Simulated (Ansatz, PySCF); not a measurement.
This singlet lies 2.57 eV below the relaxed triplet at the level frozen-core CCSD(T)/cc-pVTZ // PBE0-D3(BJ)/def2-TZVP (Ansatz, a first-principles code).

## CFNSi, SMILES `[C-]#[N+][Si]F` (lower singlet) (charge 0, multiplicity 1)

Level of theory: PBE0-D3(BJ)/def2-TZVP (PySCF).

```yaml
HOMO: -8.37 eV
dipole_moment: 2.20 D
HOMO–LUMO gap: 5.28 eV
LUMO: -3.09 eV
total_energy: -13114.83 eV
cost: roughly 18 core-seconds
```

Bond lengths (Å): C1–N2 1.178, N2–Si3 1.765, Si3–F4 1.599. Angles (°): C1–N2–Si3 164.0, N2–Si3–F4 98.4.
Charge 0, spin multiplicity 1.
